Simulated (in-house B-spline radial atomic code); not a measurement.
# Ionising Pd7+ with different functionals

Computed with a radial B-spline atomic code at the basis-set limit: non-relativistic Hamiltonian, point nucleus, spin-polarised at highest spin, spherical fractional occupations for the functionals, and exact exchange of hybrids averaged over the configuration. The ionisation energy is the difference of two self-consistent energies, [Kr] 4d3 → [Kr] 4d2, without Breit or QED terms; ε is the level of the shell that loses the electron (its least bound occupied spin orbital). There is no spin-orbit coupling in this Hamiltonian.

```tsv
method	rung	ΔSCF (eV)	-ε(4d) (eV)
PBE0	global hybrid	?	?
B3LYP	global hybrid	122.42	114.90
TPSSh	global hybrid	122.41	113.90
M06-2X	global hybrid	122.17	118.09
BHandHLYP	global hybrid	122.29	117.87
r2SCAN0	global hybrid	122.61	115.73
B97-1	global hybrid	?	?
HSE06	range-separated hybrid	122.45	115.05
wB97X	range-separated hybrid	122.16	117.79
CAM-B3LYP	range-separated hybrid	122.37	116.86
LC-wPBE	range-separated hybrid	122.49	118.28
```

(1) What does PBE0 give?

(2) What does B97-1 give?

(3) Among the functionals, which spreads more, the ΔSCF values or the orbital energies?

(4) How do they compare with the NIST value?

## Answers

(1) ΔSCF 122.49 eV, and -ε(4d) = 115.51 eV.

(2) ΔSCF 122.29 eV, and -ε(4d) = 114.86 eV.

(3) The orbital energies: ΔSCF values span about 0.45 eV and the orbital energies 4.38 eV; here energy differences depend much less on the functional than eigenvalues do.

(4) NIST lists 120 eV ± 2.1 (tabulated theory, ground level to ground level). Errors run from +2.16 to +2.61 eV; all lie within about twice that uncertainty, so the table can't rank the methods.
